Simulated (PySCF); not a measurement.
C3H4, SMILES C1CC=1.

Geometry: B3LYP-D3(BJ)/def2-TZVP.

Two levels are set side by side: PBE/def2-TZVPD (PySCF) and r2SCAN/def2-TZVPD (PySCF). Same geometry, gas phase. Differences are taken from unrounded values.

```
quantity                     r2SCAN
---------------------------  ------
orbital gap (eV)               5.56
highest occupied level (eV)   -6.28
lowest empty level (eV)       -0.71
dipole moment (D)              0.50
mean polarisability (bohr³)    34.4
```

Question: What does PBE give, and how far is it from r2SCAN? (An estimate is asked for; the answer gives what the named calculation found.)

Answer: 
```json
[
 {"quantity": "orbital gap (eV)", "PBE": "5.10", "PBE minus r2SCAN": "-0.46"},
 {"quantity": "highest occupied level (eV)", "PBE": "-6.12", "PBE minus r2SCAN": "0.15"},
 {"quantity": "lowest empty level (eV)", "PBE": "-1.02", "PBE minus r2SCAN": "-0.31"},
 {"quantity": "dipole moment (D)", "PBE": "0.48", "PBE minus r2SCAN": "-0.02"},
 {"quantity": "mean polarisability (bohr³)", "PBE": "35.1", "PBE minus r2SCAN": "0.8"}
]
```

Rough cost on one machine, each run with all the roots and properties that it gave: r2SCAN against PBE about 4 times.
